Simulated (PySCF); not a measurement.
Molfile (atoms numbered from 1):
```
C5H8O2S
     RDKit          3D

 16 16  0  0  0  0  0  0  0  0999 V2000
    2.6198    0.5617   -0.3888 C   0  0  0  0  0  0  0  0  0  0  0  0
    1.5365    0.1255   -1.1877 O   0  0  0  0  0  0  0  0  0  0  0  0
    0.3648   -0.0941   -0.5675 C   0  0  0  0  0  0  0  0  0  0  0  0
   -0.7858   -0.3603   -1.1723 C   0  0  0  0  0  0  0  0  0  0  0  0
   -1.9490   -0.6786   -0.2867 C   0  0  0  0  0  0  0  0  0  0  0  0
   -1.5920   -0.1990    1.1142 C   0  0  0  0  0  0  0  0  0  0  0  0
    0.2534   -0.1744    1.2719 S   0  0  0  0  0  4  0  0  0  0  0  0
    0.5999    1.1521    1.7967 O   0  0  0  0  0  0  0  0  0  0  0  0
    3.4538    0.6982   -1.0746 H   0  0  0  0  0  0  0  0  0  0  0  0
    2.8812   -0.1878    0.3650 H   0  0  0  0  0  0  0  0  0  0  0  0
    2.3916    1.5042    0.1137 H   0  0  0  0  0  0  0  0  0  0  0  0
   -0.8977   -0.3800   -2.2436 H   0  0  0  0  0  0  0  0  0  0  0  0
   -2.1248   -1.7589   -0.2884 H   0  0  0  0  0  0  0  0  0  0  0  0
   -2.8615   -0.1997   -0.6491 H   0  0  0  0  0  0  0  0  0  0  0  0
   -1.9984   -0.8314    1.9000 H   0  0  0  0  0  0  0  0  0  0  0  0
   -1.8994    0.8314    1.2860 H   0  0  0  0  0  0  0  0  0  0  0  0
  1  2  1  0
  2  3  1  0
  3  4  2  0
  4  5  1  0
  5  6  1  0
  7  6  1  6
  7  8  2  0
  7  3  1  0
  1  9  1  0
  1 10  1  0
  1 11  1  0
  4 12  1  0
  5 13  1  0
  5 14  1  0
  6 15  1  0
  6 16  1  0
M  END
```

Geometry: GFN2-xTB; GIAO shifts from PySCF 2.14, gas phase, non-relativistic, averaged over equivalent atoms.

At OLYP/def2-SVP (156 basis functions, 22 s wall time on 1 thread of an Arm Neoverse V2, shared host):
```json
{"atoms": "C3", "δ (ppm)": "156.5"}
{"atoms": "C4", "δ (ppm)": "96.1"}
{"atoms": "C6", "δ (ppm)": "62.8"}
{"atoms": "C1", "δ (ppm)": "55.6"}
{"atoms": "C5", "δ (ppm)": "28.0"}
{"atoms": "O2", "δ (ppm)": "108.7"}
{"atoms": "O8", "δ (ppm)": "98.6"}
{"atoms": "H12", "δ (ppm)": "4.96"}
{"atoms": "H9/H10/H11", "δ (ppm)": "4.05"}
{"atoms": "H15", "δ (ppm)": "3.58"}
{"atoms": "H14", "δ (ppm)": "2.75"}
{"atoms": "H13", "δ (ppm)": "2.55"}
{"atoms": "H16", "δ (ppm)": "2.49"}
```

Chemical shifts δ = σref − σ; ¹³C (σ = 191.93 ppm), ¹H (σ = 31.82 ppm) vs TMS; H2O for ¹⁷O (σ = 342.07 ppm), all at this level.

**Question.** What do these become at PBE0/pcSseg-1?

**Answer.** 
| atoms | δ at PBE0/pcSseg-1 | change |
| --- | --- | --- |
| C3 | 171.8 | +15.3 |
| C4 | 107.5 | +11.4 |
| C6 | 64.6 | +1.8 |
| C1 | 60.4 | +4.8 |
| C5 | 28.7 | +0.7 |
| O2 | 99.6 | -9.1 |
| O8 | 84.2 | -14.4 |
| H12 | 5.34 | +0.38 |
| H9/H10/H11 | 4.25 | +0.20 |
| H15 | 3.84 | +0.26 |
| H14 | 2.82 | +0.07 |
| H13 | 2.59 | +0.04 |
| H16 | 2.95 | +0.46 |

Referencing at the same level of theory: ¹³C (σref 186.93), ¹H (σref 31.72) against TMS; H2O for ¹⁷O (σref 336.08).

The largest change is at C3 (alkene carbon bearing oxygen). Cost: 183 basis functions, 23 s wall time on 1 thread of an Arm Neoverse V2, shared host. The order of the carbon signals is the same at both levels.

Experimental scales use liquid or dissolved standards, which lie at an offset from isolated H2O (liquid H2O: subtract about 36 ppm).
